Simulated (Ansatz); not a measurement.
Geometry optimisation, UKS PBE0-D4/def2-SVP in Ansatz 0.2.0.

The input (input.yaml):

```yaml
crystal:
  periodic: [false, false, false]
  atoms:
    - { symbol: Zn, position_ang: [-0.068638, 0.247227, -0.345823] }
    - { symbol: Cl, position_ang: [-0.015467, 0.055711, 3.087651] }
    - { symbol: O, position_ang: [0.029822, -0.107414, -2.127376] }
    - { symbol: H, position_ang: [0.28422, -1.023728, -2.291907] }
    - { symbol: H, position_ang: [0.024764, -0.089196, 4.410355] }
magnetization:
  spin_polarized: true
  initial_magnetization: 1
basis:
  gaussian: { orbitals: def2-SVP }
hamiltonian:
  xc: pbe0
  dispersion: d4
relax:
  f_tol: 0.03
  max_steps: 50
output:
  orbitals: {}
```

Run as:

```bash
$ ansatz run input.yaml --threads 2 --pin off --max-ram 3072MiB --backend cpu --events-out ev --progress --plain --runs-dir out
```

Question: Where does it end, and by what steps?

Answer: The run converged. The force dipped under the threshold on the way, but the program's further checks kept it going. After 45 steps the energy has fallen by 1.835 eV; H5 moved furthest, 3.68 Å. Parted: Cl2–H5 (1.33 → 2.31 Å). Joined: Zn1–Cl2 (3.44 → 2.24 Å), O3–H5 (6.54 → 0.98 Å).

| step | energy less start (eV) | largest force component (eV/Å) | accepted |
| --- | --- | --- | --- |
| 0 | 0.0000 | 1.147 | yes |
| 2 | -0.0229 | 0.157 | yes |
| 4 | -0.0252 | 0.015 | yes |
| 6 | -0.0259 | 0.091 | yes |
| 8 | -0.0028 | 1.010 | no |
| 10 | -0.0269 | 0.274 | yes |
| 12 | -0.0313 | 0.303 | yes |
| 14 | -0.0382 | 0.309 | yes |
| 16 | -0.0494 | 0.288 | yes |
| 18 | -0.0651 | 0.394 | yes |
| 20 | -0.0855 | 0.328 | yes |
| 22 | -0.1045 | 0.348 | yes |
| 24 | -0.1096 | 0.145 | yes |
| 26 | -0.1103 | 0.039 | yes |
| 28 | -0.1110 | 0.463 | yes |
| 30 | -0.1222 | 0.296 | yes |
| 32 | -0.1472 | 1.536 | yes |
| 34 | -0.3865 | 0.679 | yes |
| 36 | -0.6599 | 0.929 | yes |
| 38 | -0.9751 | 0.914 | yes |
| 40 | -1.6796 | 1.511 | yes |
| 42 | -1.7676 | 2.040 | no |
| 44 | -1.8340 | 0.058 | yes |
| 45 | -1.8346 | 0.017 | yes |

```xyz
5
Properties=species:S:1:pos:R:3
Zn -0.349 1.306 0.200
Cl -0.293 0.722 2.359
O 0.491 -0.700 -0.129
H -0.048 -1.392 -0.533
H 0.454 -0.854 0.836
```

Run time: 2.6 min on 2 threads of Intel(R) Xeon(R) Platinum 8259CL CPU @ 2.50GHz (Skylake/Cascade Lake) (shared host), peak memory 0.23 GiB.
